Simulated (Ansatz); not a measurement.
CF2InN, SMILES `N#[C][In]([F])[F]`. Charge 0, multiplicity 1. Correlated methods include outer-core shells of In, which these sets cover unevenly. In: def2 effective core potential.

```json
{"atom": "N1", "x (Å)": "-0.957", "y (Å)": "1.757", "z (Å)": "-1.642"}
{"atom": "C2", "x (Å)": "-0.531", "y (Å)": "0.975", "z (Å)": "-0.911"}
{"atom": "In3", "x (Å)": "0.235", "y (Å)": "-0.431", "z (Å)": "0.403"}
{"atom": "F4", "x (Å)": "-0.089", "y (Å)": "-2.316", "z (Å)": "0.245"}
{"atom": "F5", "x (Å)": "1.342", "y (Å)": "0.014", "z (Å)": "1.905"}
```

Question: Give the diagnostics of a CCSD(T)/def2-TZVPP run (frozen core, Ansatz). (Estimate.)

Answer: Ansatz gave: T1 = 0.0171, largest single amplitude 0.037, largest double 0.044, (T) share of the correlation energy 3.7 %, 12 CCSD cycles. The RHF solution is stable towards an unrestricted one. T1 lies under the customary mark of 0.02 for closed shells.
